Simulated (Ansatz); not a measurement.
Cost and result up the ladder for C₁₀H₁₀Cl₄N₂Sn (relaxed from a model of cis-Sn(py)2Cl4, whose bonding it doesn't keep) (27 atoms). Total charge 0; singlet. Geometry: PBE-D4/def2-SVP.

Cartesian coordinates in Å:
```
Sn -0.895 1.009 -1.874
N -1.636 -0.033 0.134
C -1.169 0.335 1.342
C -1.636 -0.259 2.520
C -2.627 -1.248 2.430
C -3.116 -1.608 1.165
C -2.592 -0.977 0.032
H -0.428 1.150 1.341
H -1.230 0.061 3.490
H -3.019 -1.730 3.338
H -3.899 -2.370 1.048
H -2.922 -1.219 -0.990
Cl 0.272 1.969 -3.739
N 1.238 0.481 -0.960
C 1.550 -0.763 -0.552
C 2.821 -1.075 -0.055
C 3.790 -0.063 0.001
C 3.456 1.225 -0.444
C 2.161 1.462 -0.918
H 0.757 -1.519 -0.669
H 3.042 -2.100 0.273
H 4.800 -0.277 0.381
H 4.186 2.046 -0.427
H 1.828 2.450 -1.272
Cl -3.209 1.343 -2.418
Cl -0.682 3.007 -0.470
Cl -0.840 -1.296 -2.708
```

Ansatz on 2 threads of AMD EPYC 7R13 on a shared host and a share (18 GiB) of an NVIDIA H100 80GB HBM3. Times are rough, and most runs start from the orbitals of an earlier one. ωB97X-V/def2-TZVP serves as the yardstick here, not as an exact answer. Differences are given only for rows in sets of like size (and for xTB, whose basis is part of the method), since another set adds its own error. Binding counts from free atoms at the same level (Sn triplet, N quartet, C triplet, H doublet, Cl doublet; other spins of the atoms weren't run), without zero-point energy or a counterpoise term.

In the def2 sets Sn takes a core potential; there is no spin–orbit coupling. LC-ωPBE has ω = 0.4 bohr⁻¹. Correlated methods freeze 36 core orbitals; core or outer-core shells of Sn are correlated, in sets that lack core-valence functions. The rows differ in basis, and correlated rows in double-zeta sets carry the largest basis error. Single mean-field runs in def2-TZVP are fitted with def2-universal-jkfit.

Run but left out: HF/STO-3G (restricted singlet, unstable in another Hartree–Fock run and untested here).

Correlated methods converge slowly with the basis, most of all in double-zeta sets.

| level | functions | wall time | binding energy per atom (eV) | difference from ωB97X-V/def2-TZVP (eV) | remarks |
| --- | --- | --- | --- | --- | --- |
| PBE-D4/def2-SVP | 316 | 8.5 s | 4.79 | – | – |
| PBE0-D4/def2-SVP | 316 | 13 s | 4.68 | – | – |
| PBE0-D4/def2-TZVP | 630 | 14 s | 4.61 | 0.06 | – |
| PBE-D4/def2-TZVP | 630 | 14 s | 4.72 | 0.18 | – |
| r2SCAN-D4/def2-TZVP (with forces) | 630 | 15 s | 4.57 | 0.03 | – |
| LC-ωPBE/def2-TZVP | 630 | 16 s | 4.51 | -0.04 | – |
| ωB97X-V/def2-TZVP | 630 | 16 s | 4.55 | 0.00 | – |
| LDA (SPW92)/def2-TZVP (with forces) | 630 | 16 s | 5.29 | 0.74 | – |
| CCSD(T)/def2-SVP | 316 | 35 s | 4.33 | – | restricted SCF unstable |
